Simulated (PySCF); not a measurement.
C4H7FSi, SMILES [SiH2](F)/C=C\C=C. Heavy atoms are numbered as in [CH2:1]=[CH:2]/[CH:3]=[CH:4]\[SiH2:5][F:6]. Hydrogens are named by the atom that carries them.

Geometry: B3LYP-D3(BJ)/def2-SVP. The structure was generated by enumeration; whether it is a known compound was not checked. Other conformers were not sampled.

Calculation: PySCF with B3LYP/def2-TZVP.

ESP charges are fitted to the potential on shells at 1.4 to 2.0 van der Waals radii. Atomic charges (e), one atom of each kind:

```csv
atom,ESP fit,Löwdin,IAO
C1 (CH2),-0.50,-0.18,-0.29
C2 (CH),0.08,___,-0.13
C3 (CH),-0.22,-0.16,-0.10
C4 (CH),-0.28,___,-0.48
Si5 (SiH2),0.59,___,1.12
F6,-0.29,___,-0.55
H on C1,0.21,___,0.15
H on C2,0.11,0.15,0.14
H on C3,0.17,0.15,0.14
H on C4,0.16,0.15,0.16
H on Si5,-0.11,-0.05,-0.16
```

Fill in the missing entries. (Estimate from the structure and the level; the computed values follow.)


- C2 (CH), Löwdin: -0.19
- C4 (CH), Löwdin: -0.28
- Si5 (SiH2), Löwdin: 0.24
- F6, Löwdin: -0.03
- H on C1, Löwdin: 0.13

Computed Mayer and Wiberg (Löwdin basis) orders of the bonds:
| bond | Mayer | Wiberg |
|---|---|---|
| C1–C2 | 1.81 | 2.09 |
| C2–C3 | 1.07 | 1.31 |
| C3–C4 | 1.77 | 1.99 |
| C4–Si5 | 0.99 | 1.13 |
| Si5–F6 | 1.04 | 1.67 |
